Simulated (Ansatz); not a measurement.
MoO2(NH2)2 (MoN2O2H4). The state is a singlet with charge 0. Geometry relaxed at PBE0-D4/def2-SVP.

```tsv
atom	x (Å)	y (Å)	z (Å)
Mo1	-0.211	0.126	-0.606
O2	-0.036	1.631	-1.333
O3	-0.972	-1.031	-1.560
N4	-1.271	0.363	0.988
H5	-1.892	-0.344	1.372
H6	-1.337	1.234	1.506
N7	1.553	-0.530	-0.182
H8	2.361	0.065	-0.026
H9	1.806	-1.514	-0.160
```

In the def2 sets Mo takes a core potential; there is no spin–orbit coupling.

(1) Estimate the harmonic wavenumbers at RKS PBE0-D4/def2-SVP (Ansatz, unscaled). Is this a minimum?

Answers

(1) 162, 225, 226, 257, 313, 333, 349, 419, 442, 634, 641, 721, 721, 1040, 1056, 1501, 1505, 3587, 3592, 3698, 3698 cm⁻¹. Yes, no mode is imaginary beyond noise. Zero-point energy 150.3 kJ/mol. Hardware: 2 threads of Arm Neoverse V1 on a shared host. Wall time 2 min.
